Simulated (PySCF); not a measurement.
Al(Cl)(Me)(NHMe) (C₂H₇AlClN), SMILES C[NH][Al]([CH3])[Cl].

Coordinates come from a B3LYP-D3(BJ)/def2-SVP optimisation. The structure was generated by enumeration; whether it is a known compound was not checked. One conformer was computed; it need not be the lowest.

Computed with PySCF with TDDFT-CAM-B3LYP/def2-SVPD.

Vertical excitations.  State labels are in the subgroup Cs.

| state | symmetry | energy (eV) | λ (nm) | f | main pairs |
|---|---|---|---|---|---|
| S1 | A" | 5.66 | 219 | 0.016 | HOMO→LUMO 89 % |
| S2 | A' | 6.38 | 194 | 0.134 | HOMO→LUMO+1 97 % |
| S3 | A" | 6.81 | 182 | 0.005 | HOMO→LUMO+2 64 %, HOMO→LUMO+3 21 % |
| S4 | A" | 7.15 | 173 | 0.005 | HOMO→LUMO+3 53 %, HOMO→LUMO+2 28 %, HOMO→LUMO+5 11 % |
| S5 | A" | 7.25 | 171 | 0.003 | HOMO−1→LUMO+1 92 % |
| S6 | A' | 7.26 | 171 | 0.186 | HOMO−1→LUMO 91 % |
| S7 | A' | 7.83 | 158 | 0.017 | HOMO−3→LUMO 80 % |
| S8 | A" | 7.85 | 158 | 0.093 | HOMO−2→LUMO 78 % |
| T1 | A' | 5.33 | 232 | 0 | HOMO→LUMO+1 95 % |
| T2 | A" | 5.37 | 231 | 0 | HOMO→LUMO 83 % |
| T3 | A" | 6.65 | 186 | 0 | HOMO→LUMO+2 64 %, HOMO→LUMO+3 21 % |
| T4 | A' | 6.73 | 184 | 0 | HOMO−1→LUMO 80 % |
Triplets are in the Tamm–Dancoff approximation, which puts them higher than full response would, so one can lie above its singlet here.
